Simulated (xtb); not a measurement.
FRb, charge -1, doublet, from a rough starting geometry (GFN-xTB shapes and energies of metal compounds can be far from the true ones) (a state made from the parent by changing its charge; the spin is typed, not shown lowest); GFN2-xTB in xtb.

Input for xtb:
```
$ xtb mol.xyz --gfn 2 --chrg -1 --uhf 1 --opt vtight --json

# file mol.xyz
2

Rb    -0.60719605    -0.48290640    -0.78778144
F      0.57506535     0.45529367     0.76951299
```

**Question.** Predict the main parts of the log of this xtb run.

**Answer.** 
```
   ID    Z sym.   atoms
    1   37 Rb     1
    2    9 F      2

           -------------------------------------------------
          |                Calculation Setup                |
           -------------------------------------------------

           -------------------------------------------------
          |                 G F N 2 - x T B                 |
           -------------------------------------------------

          ...................................................
          :                      SETUP                      :
          :.................................................:
          :  # basis functions                   8          :
          :  # atomic orbitals                   8          :
          :  # shells                            4          :
          :  # electrons                         9          :
          :  max. iterations                   250          :
          :  Hamiltonian                  GFN2-xTB          :
          :  restarted?                      false          :
          :  GBSA solvation                  false          :
          :  PC potential                    false          :
          :  electronic temp.          300.0000000     K    :
          :  accuracy                    1.0000000          :
          :  -> integral cutoff          0.2500000E+02      :
          :  -> integral neglect         0.1000000E-07      :
          :  -> SCF convergence          0.1000000E-05 Eh   :
          :  -> wf. convergence          0.1000000E-03 e    :
          :  Broyden damping             0.4000000          :
          :  net charge                         -1          :
          :  unpaired electrons                  1          :
          ...................................................

 iter      E             dE          RMSdq      gap      omega  full diag
   1     -2.5486190 -0.254862E+01  0.575E+01    0.84       0.0  T
   2     -5.0742336 -0.252561E+01  0.452E+01    2.23       1.0  T
   3     -5.0811504 -0.691672E-02  0.305E+01    2.48       1.0  T
   4     -5.0902995 -0.914912E-02  0.136E+01    2.75       1.0  T
   5     -5.0915969 -0.129738E-02  0.107E+01    2.70       1.0  T
   6     -5.0929008 -0.130394E-02  0.258E-01    2.40       1.0  T
   7     -5.0929014 -0.589565E-06  0.141E-01    2.40       1.0  T
   8     -5.0929015 -0.921589E-07  0.315E-02    2.40       2.2  T
   9     -5.0929015 -0.663820E-09  0.589E-03    2.40      12.0  T
  10     -5.0929015 -0.656997E-09  0.380E-03    2.40      18.6  T
  11     -5.0929015 -0.282767E-09  0.572E-05    2.40    1236.6  T
  12     -5.0929015 -0.849099E-12  0.249E-05    2.40    2839.0  T

   *** convergence criteria satisfied after 12 iterations ***

         :::::::::::::::::::::::::::::::::::::::::::::::::::::
         ::                     SUMMARY                     ::
         :::::::::::::::::::::::::::::::::::::::::::::::::::::
         :: total energy              -5.088609656053 Eh    ::
         :: gradient norm              0.034624268849 Eh/a0 ::
         :: HOMO-LUMO gap              2.396454206714 eV    ::
         ::.................................................::
         :: SCC energy                -5.092901478576 Eh    ::
         :: -> isotropic ES            0.238623776730 Eh    ::
         :: -> anisotropic ES         -0.005749538065 Eh    ::
         :: -> anisotropic XC          0.000469018698 Eh    ::
         :: -> dispersion             -0.000412053018 Eh    ::
         :: repulsion energy           0.004291822523 Eh    ::
         :: add. restraining           0.000000000000 Eh    ::
         :: total charge              -1.000000000000 e     ::
         :::::::::::::::::::::::::::::::::::::::::::::::::::::

      -----------------------------------------------------------
     |                   =====================                   |
     |                        A N C O P T                        |
     |                   =====================                   |
     |               Approximate Normal Coordinate               |
     |                Rational Function Optimizer                |
      -----------------------------------------------------------
      -----------------------------------------------------------
     |                   =====================                   |
     |                        A N C O P T                        |
     |                   =====================                   |
     |               Approximate Normal Coordinate               |
     |                Rational Function Optimizer                |
      -----------------------------------------------------------

          ...................................................
          :                      SETUP                      :
          :.................................................:
          :   optimization level         verytight          :
          :   max. optcycles                   200          :
          :   ANC micro-cycles                  20          :
          :   degrees of freedom                 1          :
          :.................................................:
          :   RF solver                   davidson          :
          :   write xtbopt.log                true          :
          :   linear (good luck)              true          :
          :   energy convergence         0.1000000E-06 Eh   :
          :   grad. convergence          0.2000000E-03 Eh/α :
          :   maxmium RF displ.          1.0000000          :
          :   Hlow (freq-cutoff)         0.1000000E-01      :
          :   Hmax (freq-cutoff)         5.0000000          :
          :   S6 in model hess.         20.0000000          :
          ...................................................

generating ANC from exact Hessian ...
Using Lindh-Hessian (1995)
 Shifting diagonal of input Hessian by    0.0000000000000000
 Lowest  eigenvalues of input Hessian
[...]
 * total energy  :    -5.0886097 Eh     change       -0.1865175E-12 Eh
 * total energy  :    -5.0930831 Eh     change       -0.4473416E-02 Eh
 * total energy  :    -5.0956895 Eh     change       -0.2606417E-02 Eh
 * total energy  :    -5.0974965 Eh     change       -0.1807030E-02 Eh
 * total energy  :    -5.0988702 Eh     change       -0.1373717E-02 Eh
 * total energy  :    -5.0999972 Eh     change       -0.1126942E-02 Eh
 * total energy  :    -5.1005585 Eh     change       -0.5613473E-03 Eh
 * total energy  :    -5.1005848 Eh     change       -0.2630678E-04 Eh
 * total energy  :    -5.1006167 Eh     change       -0.3184860E-04 Eh
 * total energy  :    -5.1006168 Eh     change       -0.9363257E-07 Eh
   *** GEOMETRY OPTIMIZATION CONVERGED AFTER 10 ITERATIONS ***
[...]

 Bond Distances (Angstroems)
 ---------------------------
Rb1-F2=3.3585        F2-Rb1=3.3585
 Rb F  Rav=3.3585 sigma=0.0000  Rmin=3.3585  Rmax=3.3585     1

 selected bond angles (degree)
 --------------------

 selected dihedral angles (degree)
 ---------------------------------

           -------------------------------------------------
          |                Final Singlepoint                |
           -------------------------------------------------

          ...................................................
          :                      SETUP                      :
          :.................................................:
          :  # basis functions                   8          :
          :  # atomic orbitals                   8          :
          :  # shells                            4          :
          :  # electrons                         9          :
          :  max. iterations                   250          :
          :  Hamiltonian                  GFN2-xTB          :
          :  restarted?                      false          :
          :  GBSA solvation                  false          :
          :  PC potential                    false          :
          :  electronic temp.          300.0000000     K    :
          :  accuracy                    1.0000000          :
          :  -> integral cutoff          0.2500000E+02      :
          :  -> integral neglect         0.1000000E-07      :
          :  -> SCF convergence          0.1000000E-05 Eh   :
          :  -> wf. convergence          0.1000000E-03 e    :
          :  Broyden damping             0.4000000          :
          :  net charge                         -1          :
          :  unpaired electrons                  1          :
          ...................................................

 iter      E             dE          RMSdq      gap      omega  full diag
   1     -5.1006171 -0.510062E+01  0.426E-06    2.50       0.0  T
   2     -5.1006171 -0.266454E-14  0.382E-06    2.50   18508.4  T
   3     -5.1006171  0.000000E+00  0.155E-06    2.50   45612.7  T

   *** convergence criteria satisfied after 3 iterations ***

         :::::::::::::::::::::::::::::::::::::::::::::::::::::
         ::                     SUMMARY                     ::
         :::::::::::::::::::::::::::::::::::::::::::::::::::::
         :: total energy              -5.100616774122 Eh    ::
         :: gradient norm              0.000001036095 Eh/a0 ::
         :: HOMO-LUMO gap              2.497305100008 eV    ::
         ::.................................................::
         :: SCC energy                -5.100617093293 Eh    ::
         :: -> isotropic ES            0.237764339652 Eh    ::
         :: -> anisotropic ES         -0.003986629265 Eh    ::
         :: -> anisotropic XC          0.001702584564 Eh    ::
         :: -> dispersion             -0.000784458581 Eh    ::
         :: repulsion energy           0.000000319171 Eh    ::
         :: add. restraining           0.000000000000 Eh    ::
         :: total charge              -1.000000000000 e     ::
         :::::::::::::::::::::::::::::::::::::::::::::::::::::

           -------------------------------------------------
          |                Property Printout                |
           -------------------------------------------------

    * Orbital Energies and Occupations

         #    Occupation            Energy/Eh            Energy/eV
      -------------------------------------------------------------
         1        2.0000           -0.3541035              -9.6356
         2        2.0000           -0.0869785              -2.3668
         3        2.0000           -0.0856635              -2.3310
         4        2.0000           -0.0856635              -2.3310
         5        1.0000            0.0108526               0.2953 (HOMO)
         6                          0.1026269               2.7926 (LUMO)
         7                          0.1026269               2.7926
         8                          0.2830668               7.7026
      -------------------------------------------------------------
                  HL-Gap            0.0917743 Eh            2.4973 eV
             Fermi-level            0.0096671 Eh            0.2631 eV

     #   Z          covCN         q      C6AA      α(0)
     1  37 Rb       0.305    -0.132  5098.403   344.194
     2   9 F        0.305    -0.868    21.506     5.418

 Mol. C6AA /au·bohr⁶  :       5464.703161
 Mol. C8AA /au·bohr⁸  :    1420281.790779
 Mol. α(0) /au        :        349.612035

Wiberg/Mayer (AO) data.
largest (>0.10) Wiberg bond orders for each atom

 ---------------------------------------------------------------------------
     #   Z sym  total        # sym  WBO       # sym  WBO       # sym  WBO
 ---------------------------------------------------------------------------
     1  37 Rb   0.254 --     2 F    0.254
     2   9 F    0.254 --     1 Rb   0.254
 ---------------------------------------------------------------------------

molecular dipole:
                 x           y           z       tot (Debye)
 q only:       -1.241      -0.983      -1.658
   full:       -0.622      -0.491      -0.842       2.938
molecular quadrupole (traceless):
                xx          xy          yy          xz          yz          zz
 q only:        0.567      -3.468       2.193      -5.805      -4.601      -2.760
  q+dip:        0.967      -6.193       3.861     -10.304      -8.174      -4.828
   full:        1.166      -7.492       4.665     -12.459      -9.885      -5.831

optimized geometry written to: xtbopt.xyz

           -------------------------------------------------
          | TOTAL ENERGY               -5.100616774122 Eh   |
          | GRADIENT NORM               0.000001036095 Eh/α |
          | HOMO-LUMO GAP               2.497305100008 eV   |
           -------------------------------------------------

normal termination of xtb
```
